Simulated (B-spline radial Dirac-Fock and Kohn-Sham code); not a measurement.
Z = 46 (palladium), transition energy 867 keV. Method: a Dirac-Hartree-Slater potential of the neutral atom with a Latter tail (no hole, which puts coefficients of high multipoles low close above an edge), finite nucleus with surface currents. Computed with a radial finite-basis atomic code. Subshells that would emit electrons below 1 keV are left out.

Q: A pure transition shows α(K) = 0.00761, L1/L2 = 16.4 and L1/L3 = 40.9. What is its multipolarity?
A. M3
B. M2
C. M4
D. E2
E. E4
F. E3
G. M1
H. E1

A: A. For comparison, α(K), L1/L2, L1/L3 are E1 0.000501, 52.1, 32.1; E2 0.00123, 19.4, 25.3; E3 0.00268, 8.52, 18.2; E4 0.00560, 4.65, 12.8; M1 0.00136, 39.5, 99.2; M2 0.00346, 24.3, 87.8; M4 0.0161, 11.9, 19.7.
